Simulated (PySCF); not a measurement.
## Correlation energy of La²⁷⁺ (lanthanum, charge +27)

Starting occupation: [Ar] 3d10 4s2. Calculation: PySCF 2.14, in an even-tempered Gaussian basis (19 s from 0.93 bohr⁻², ratio 2.6; 15 p from 1.2 bohr⁻², ratio 2.6; 10 d from 1.2 bohr⁻², ratio 2.6; 6 f from 1.2 bohr⁻², ratio 2.8); X2C-1e with screened-nucleus spin-orbit coupling, Gaussian nucleus. Frozen: [Ar]; 12 electrons correlated; the 94 highest virtual spinors left out.

MP2 pair energies summed by pair of shells (mhartree):

| pair | energy | share (%) |
| --- | --- | --- |
| 3d3/2-3d5/2 | -187.34 | 36.3 |
| 3d5/2-3d5/2 | -131.89 | 25.5 |
| 3d3/2-3d3/2 | -56.75 | 11.0 |
| 4s1/2-4s1/2 | -55.87 | 10.8 |
| 3d5/2-4s1/2 | -51.30 | 9.9 |
| 3d3/2-4s1/2 | -33.53 | 6.5 |

Total MP2 correlation energy: -516.69 mhartree.

The virtual space was cut to 68 spinors, which keep -495.38 of the -516.69 mhartree of MP2 correlation.

```
  level  correlation energy (mhartree)
   CCSD                        -493.28
    (T)                          -1.10
CCSD(T)                        -494.38
```

Diagnostics: T1 = 0.00031, largest double amplitude 0.068.

Cost of the coupled-cluster step: 160 s of wall time on 1 thread of Neoverse-N1 (shared host), for 12 occupied and 68 virtual spinors.

The coupled-cluster values are those of the cut space; adding the MP2 remainder, -21.31 mhartree, estimates the full space.

At this charge the one-electron X2C treatment keeps the bare 1/r₁₂, with no two-electron picture change or Breit term. The effect here is smaller than on the frozen 1s shell.
